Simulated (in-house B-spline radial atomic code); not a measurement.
## RPA correlation on LDA exchange-only: neutral rubidium

Configuration [Kr] 5s1, highest spin, mean-field start LDA exchange-only. Computed with an all-electron radial atomic-structure program (B-spline basis): all electrons, scalar-relativistic (spin-free one-electron X2C), finite nucleus, each spin shell either full or empty, empty states to l = 9 with an (l + 1/2)⁻⁴ tail; G0W0 by contour deformation at full frequency.

RPA overbinds a lone outer s electron by self-correlation, and G0W0 tends to as well.

The highest G0W0 level has too low a weight to be given.

Command:
```bash
python run_gw.py task.json out
```
Settings (radii: box in bohr, nucleus in fm):
```
Z                        37
electrons                37
configuration            [Kr] 5s1
hamiltonian              x2c
method                   lda,
lmax                     9
rms_radius               4.2036
spin_polarised           True
box_radius               40
intervals                73
ion_configuration        [Ar] 3d10 4s2 4p6
```

Run time, properties included: 14 s on 1 thread of Arm Neoverse N1, with other jobs on the host.

Energies (hartree):

```
                                     term        value
                         mean-field total  -2973.66268
Hartree-Fock functional on these orbitals  -2979.10908
                      direct second order      -3.1343
                    second-order exchange      0.90838
                         SOSEX correction      0.83014
```

(1) What is the RPA correlation energy, and what remains with SOSEX?

(2) What does it cost to remove one electron (to [Ar] 3d10 4s2 4p6) by differences of total energies, each species on its own start (correlation terms add to the Hartree-Fock functional)?

Answers

(1) RPA gives -2.7054 hartree (-1.99 eV per electron); RPA + SOSEX gives -1.8753, and the second-order doubles -2.2259 hartree (no singles). RPA lacks exchange-type terms and so overcorrelates at short range.

(2) LDA exchange-only 3.901 eV, Hartree-Fock functional 3.779 eV, + RPA 4.599 eV, + RPA + SOSEX 4.128 eV, + second order 4.443 eV. Tabulated: 4.177 eV (NIST, measured); the calculation leaves out spin-orbit coupling, Breit and QED terms, and what these don't explain is the method's own error.
